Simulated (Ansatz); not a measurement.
`[SiH3][SiH2][CH2][GaH2]` + H₂ → `[SiH3][CH2][GaH2]` + SiH₄  (hydrogenolysis of the Si–Si bond)

Isolated molecules relaxed with PBE0-D4/def2-TZVP in Ansatz; ΔE leaves out vibrations. CBS: MP2 limit from def2 TZ/QZ plus the TZ coupled-cluster correction, frozen cores. This one scheme is used for every species. DFT in def2-TZVPP. B3LYP here is the variant with VWN-RPA as its local correlation; programs differ in this. For Ga outer-core shells are correlated without core-valence functions, which leaves a few kJ/mol of doubt a bond. Scalar relativity is left out up to krypton. Each species was taken in one conformer, which may not be the lowest.

`[SiH3][SiH2][CH2][GaH2]`:

Cartesian coordinates in Å:
```
Si -1.300 2.049 0.737
Si -0.622 0.120 -0.403
C 0.980 -0.586 0.267
Ga 1.492 -2.214 -0.712
H -1.497 1.745 2.182
H -2.575 2.587 0.189
H -0.253 3.102 0.623
H -0.469 0.445 -1.852
H -1.708 -0.901 -0.307
H 0.841 -0.815 1.328
H 1.761 0.173 0.168
H 2.376 -2.095 -2.004
H 0.974 -3.611 -0.215
```

H₂:

Z-matrix (Å, degrees):
```
H
H 1 0.746
```

`[SiH3][CH2][GaH2]`:

```xyz
10

Si    0.706   -1.219    0.299
C     0.494    0.625    0.099
Ga   -1.320    1.129   -0.473
H     2.083   -1.583    0.733
H     0.430   -1.917   -0.987
H    -0.250   -1.746    1.312
H     1.218    0.973   -0.644
H     0.718    1.101    1.058
H    -2.423    1.421    0.607
H    -1.657    1.216   -2.004
```

SiH₄:

Cartesian coordinates in Å:
```
Si 0.000 0.000 0.000
H 1.358 -0.594 -0.078
H 0.105 1.421 0.417
H -0.812 -0.748 0.992
H -0.651 -0.078 -1.332
```

```tsv
level	ΔE (kJ/mol)	difference from CCSD(T)/CBS
r2SCAN-D4	-11.5	6.1
PBE0-D4	-9.3	8.3
B3LYP-D4	-18.4	-0.8
ωB97X-V	-20.9	-3.3
ωB97M-V	-23.7	-6.1
B2PLYP	-26.6	-9.0
r2SCAN	-13.5	4.1
PBE0	-15.5	2.1
B3LYP	-29.1	-11.5
MP2/def2-TZVPP	-20.5	-2.9
CCSD/def2-TZVPP	-26.7	-9.1
CCSD(T)/def2-TZVPP	-21.1	-3.5
MP2/def2-QZVPP	-18.7	-1.1
SCS-MP2/def2-QZVPP	-26.4	-8.8
HF/CBS(def2)	-52.1	-34.5
CCSD/CBS(def2)	-23.1	-5.5
CCSD(T)/CBS	-17.6	0
```

Largest T1 diagnostic among the species: 0.013.

In def2-TZVPP, CCSD(T) changes the Hartree–Fock value by +30.4 kJ/mol (the triples alone add +5.5 kJ/mol) and MP2 by +31.0 kJ/mol. From PBE to PBE0 (25 % exact exchange), in def2-TZVPP and without D4, ΔE moves by −5.9 kJ/mol. The D4 term adds +10.7 kJ/mol with B3LYP and +6.2 kJ/mol with PBE0; it sums over pairs of atoms, weighted by their polarisabilities, and B3LYP, whose exchange is more repulsive, gets the larger term.
